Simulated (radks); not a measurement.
Values are calculated unless marked as measured or tabulated.
Q: Neutral lithium, [He] 2s1. Level of theory: non-relativistic Kohn-Sham, PBE, spin-polarised, spherical densities, point nucleus (a radial shooting solver on a logarithmic mesh with Libxc functionals). Every spin shell is full or empty, so the densities are truly spherical. Functionals are evaluated on that one density, not self-consistently. Rank these exchange functionals by their error against the exact value of the orbitals, and give that value: LDA, B88, PBEsol, RPBE, PW91, PW86, WC, SOGGA, B86b, G96, EV93, TPSS, SCAN, TASK, MVS.

A: Exact: -1.77080 hartree. From best to worst, with 100 (|E| - |E exact|)/|E exact| (equal figures are ties): G96 +0.05, B88 -0.11, MVS +0.13, SCAN +0.16, B86b -0.18, TPSS +0.48, RPBE +0.61, PW86 +0.69, TASK -0.70, PW91 -0.77, WC -3.19, EV93 +4.90, PBEsol -5.52, SOGGA -5.70, LDA -13.51.
